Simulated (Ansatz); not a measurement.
Ansatz (a first-principles code) input file for WO2Cl, SMILES [O]=[W](=[O])[Cl] (connectivity only; charge and spin as stated), neutral, multiplicity 2, B3LYP-D3(BJ)/def2-SVP. 

Ansatz 0.2 input:
```yaml
crystal:
  periodic: [false, false, false]
  atoms:
    - {symbol: W, position_ang: [0.21428321, -0.00271687, 0.00000000]}
    - {symbol: O, position_ang: [1.04984336, 0.00903126, -1.45716450]}
    - {symbol: O, position_ang: [1.04984336, 0.00903126, 1.45716449]}
    - {symbol: Cl, position_ang: [-1.92085006, 0.00332638, -0.00000000]}
basis:
  gaussian:
    orbitals: def2-SVP
hamiltonian:
  xc: b3lyp
  dispersion: d3bj
magnetization: {spin_polarized: true, initial_magnetization: 1}
relax: {f_tol: 0.002, max_steps: 200}
```

Log of the run:

```
WARN ansatz: RAYON_NUM_THREADS=1 ignored (pool sized by the plan → 1); use --threads N
Functional definition: B3LYP
integrals: 0.03 GiB planned
794 factors; integrals over basis functions are off by at most 3.0e-4 eV
mean field: 0.43 GiB planned
mean field evaluation 1: about -18423.5579 eV, gradient 6.3e1 eV
mean field evaluation 2: about -18204.1931 eV, gradient 2.1e2 eV
mean field evaluation 4: about -18438.3842 eV, gradient 6.9e0 eV
mean field evaluation 8: about -18438.6459 eV, gradient 5.4e-1 eV
mean field evaluation 16: about -18438.6482 eV, gradient 5.5e-4 eV
mean field -18438.64815534 eV, -677.6078215442 hartree, gradient 4.6e-5 eV, S^2 0.755303; 0 other end points of the search recorded, 0 dependent functions left out
the calculation of the forces begins
reference -18438.64840634 eV, -677.6078307681 hartree; 24, 23 occupied and 54, 55 virtual orbitals, 794 factors
relax step   1: F+E_penalty+E_count = -18438.83950771 eV  Δ(F+E_penalty+E_count) = +0.000e0 eV  max|allowed force component| = 4.046e0 eV/Å  Δτ_max = 0.0000 Å  (37 SCF iters, accepted)
these checks for a lower state are left out or cut short: starts, cluster_reference, orbital_swaps, neighbouring_geometries, increment
integrals: 0.03 GiB planned
794 factors; integrals over basis functions are off by at most 2.1e-4 eV
mean field: 0.43 GiB planned
mean field -18439.11893593 eV, -677.6251224118 hartree, gradient 1.2e-5 eV, S^2 0.758185; 0 other end points of the search recorded, 0 dependent functions left out
the calculation of the forces begins
reference -18439.11918746 eV, -677.6251316552 hartree; 24, 23 occupied and 54, 55 virtual orbitals, 794 factors
relax step   2: F+E_penalty+E_count = -18439.30257087 eV  Δ(F+E_penalty+E_count) = -4.631e-1 eV  max|allowed force component| = 6.548e-1 eV/Å  Δτ_max = 0.1976 Å  (44 SCF iters, accepted)
these checks for a lower state are left out or cut short: starts, cluster_reference, orbital_swaps, neighbouring_geometries, increment
integrals: 0.03 GiB planned
794 factors; integrals over basis functions are off by at most 2.0e-4 eV
mean field: 0.43 GiB planned
mean field evaluation 32: about -18439.0385 eV, gradient 2.0e1 eV
mean field -18439.14664691 eV, -677.6261407713 hartree, gradient 1.8e-5 eV, S^2 0.757685; 0 other end points of the search recorded, 0 dependent functions left out
the calculation of the forces begins
reference -18439.14689764 eV, -677.6261499857 hartree; 24, 23 occupied and 54, 55 virtual orbitals, 794 factors
relax step   3: F+E_penalty+E_count = -18439.33082160 eV  Δ(F+E_penalty+E_count) = -2.825e-2 eV  max|allowed force component| = 4.642e-1 eV/Å  Δτ_max = 0.0404 Å  (38 SCF iters, accepted)
these checks for a lower state are left out or cut short: starts, cluster_reference, orbital_swaps, neighbouring_geometries, increment
integrals: 0.03 GiB planned
794 factors; integrals over basis functions are off by at most 2.0e-4 eV
mean field: 0.43 GiB planned
mean field -18439.14855951 eV, -677.6262110581 hartree, gradient 1.9e-5 eV, S^2 0.757410; 0 other end points of the search recorded, 0 dependent functions left out
the calculation of the forces begins
reference -18439.14881015 eV, -677.6262202691 hartree; 24, 23 occupied and 54, 55 virtual orbitals, 794 factors
relax step   4: F+E_penalty+E_count = -18439.33297441 eV  Δ(F+E_penalty+E_count) = -2.153e-3 eV  max|allowed force component| = 8.087e-2 eV/Å  Δτ_max = 0.0083 Å  (40 SCF iters, accepted)
these checks for a lower state are left out or cut short: starts, cluster_reference, orbital_swaps, neighbouring_geometries, increment
integrals: 0.03 GiB planned
794 factors; integrals over basis functions are off by at most 2.0e-4 eV
mean field: 0.43 GiB planned
mean field -18439.15179771 eV, -677.6263300598 hartree, gradient 1.9e-5 eV, S^2 0.757207; 0 other end points of the search recorded, 0 dependent functions left out
the calculation of the forces begins
reference -18439.15204733 eV, -677.6263392331 hartree; 24, 23 occupied and 54, 55 virtual orbitals, 794 factors
relax step   5: F+E_penalty+E_count = -18439.33630959 eV  Δ(F+E_penalty+E_count) = -3.335e-3 eV  max|allowed force component| = 1.302e-1 eV/Å  Δτ_max = 0.0707 Å  (44 SCF iters, accepted)
these checks for a lower state are left out or cut short: starts, cluster_reference, orbital_swaps, neighbouring_geometries, increment
integrals: 0.03 GiB planned
794 factors; integrals over basis functions are off by at most 2.0e-4 eV
mean field: 0.43 GiB planned
mean field evaluation 64: about -18439.1577 eV, gradient 2.3e-5 eV
mean field -18439.15769354 eV, -677.6265467277 hartree, gradient 1.8e-5 eV, S^2 0.756208; 0 other end points of the search recorded, 0 dependent functions left out
the calculation of the forces begins
reference -18439.15794143 eV, -677.6265558375 hartree; 24, 23 occupied and 54, 55 virtual orbitals, 794 factors
relax step   6: F+E_penalty+E_count = -18439.34340780 eV  Δ(F+E_penalty+E_count) = -7.098e-3 eV  max|allowed force component| = 7.726e-2 eV/Å  Δτ_max = 0.0983 Å  (43 SCF iters, accepted)
these checks for a lower state are left out or cut short: starts, cluster_reference, orbital_swaps, neighbouring_geometries, increment
integrals: 0.03 GiB planned
794 factors; integrals over basis functions are off by at most 1.9e-4 eV
mean field: 0.43 GiB planned
mean field -18439.15726531 eV, -677.6265309903 hartree, gradient 3.5e-5 eV, S^2 0.755735; 0 other end points of the search recorded, 0 dependent functions left out
the calculation of the forces begins
reference -18439.15751271 eV, -677.6265400824 hartree; 24, 23 occupied and 54, 55 virtual orbitals, 794 factors
relax step   7: F+E_penalty+E_count = -18439.34350622 eV  Δ(F+E_penalty+E_count) = -9.842e-5 eV  max|allowed force component| = 4.685e-2 eV/Å  Δτ_max = 0.0401 Å  (39 SCF iters, accepted)
these checks for a lower state are left out or cut short: starts, cluster_reference, orbital_swaps, neighbouring_geometries, increment
integrals: 0.03 GiB planned
794 factors; integrals over basis functions are off by at most 1.9e-4 eV
mean field: 0.43 GiB planned
mean field -18439.15796725 eV, -677.6265567864 hartree, gradient 2.4e-5 eV, S^2 0.755930; 0 other end points of the search recorded, 0 dependent functions left out
the calculation of the forces begins
reference -18439.15821484 eV, -677.6265658850 hartree; 24, 23 occupied and 54, 55 virtual orbitals, 794 factors
relax step   8: F+E_penalty+E_count = -18439.34392784 eV  Δ(F+E_penalty+E_count) = -4.216e-4 eV  max|allowed force component| = 2.578e-3 eV/Å  Δτ_max = 0.0178 Å  (39 SCF iters, accepted)
these checks for a lower state are left out or cut short: starts, cluster_reference, orbital_swaps, neighbouring_geometries, increment
integrals: 0.03 GiB planned
794 factors; integrals over basis functions are off by at most 1.9e-4 eV
mean field: 0.43 GiB planned
mean field -18439.15801716 eV, -677.6265586205 hartree, gradient 2.0e-5 eV, S^2 0.755972; 0 other end points of the search recorded, 0 dependent functions left out
the calculation of the forces begins
reference -18439.15826479 eV, -677.6265677205 hartree; 24, 23 occupied and 54, 55 virtual orbitals, 794 factors
relax step   9: F+E_penalty+E_count = -18439.34392567 eV  Δ(F+E_penalty+E_count) = +2.173e-6 eV  max|allowed force component| = 3.553e-3 eV/Å  Δτ_max = 0.0038 Å  (43 SCF iters, rejected (line search))
these checks for a lower state are left out or cut short: starts, cluster_reference, orbital_swaps, neighbouring_geometries, increment
integrals: 0.03 GiB planned
794 factors; integrals over basis functions are off by at most 1.9e-4 eV
mean field: 0.43 GiB planned
mean field evaluation 96: about -18439.1580 eV, gradient 2.7e-5 eV
mean field -18439.15798973 eV, -677.6265576123 hartree, gradient 2.7e-5 eV, S^2 0.755947; 0 other end points of the search recorded, 0 dependent functions left out
the calculation of the forces begins
reference -18439.15823733 eV, -677.6265667115 hartree; 24, 23 occupied and 54, 55 virtual orbitals, 794 factors
relax step  10: F+E_penalty+E_count = -18439.34393038 eV  Δ(F+E_penalty+E_count) = -2.540e-6 eV  max|allowed force component| = 4.107e-5 eV/Å  Δτ_max = 0.0015 Å  (41 SCF iters, accepted)
integrals: 0.03 GiB planned
794 factors; integrals over basis functions are off by at most 1.9e-4 eV
mean field: 0.43 GiB planned
mean field -18439.15798973 eV, -677.6265576123 hartree, gradient 2.7e-5 eV, S^2 0.755947; 1 other end points of the search recorded, 0 dependent functions left out
the calculation of the forces begins
reference -18439.15823733 eV, -677.6265667115 hartree; 24, 23 occupied and 54, 55 virtual orbitals, 794 factors
Total energy: -18439.34417798 eV, -677.6333999043 hartree
Atom 0 at     0.204408    -0.207585    -0.000000 Å, force    -0.000022     0.000021     0.000000 eV/Å
Atom 1 at     1.135883     0.081933    -1.406615 Å, force     0.000031    -0.000007    -0.000039 eV/Å
Atom 2 at     1.135883     0.081933     1.406615 Å, force     0.000031    -0.000007     0.000039 eV/Å
Atom 3 at    -2.083055     0.062391     0.000000 Å, force    -0.000041    -0.000008     0.000000 eV/Å
Dipole moment:    -0.339765    -0.288608    -0.000000 e Å
```

The calculation finished and met its thresholds.
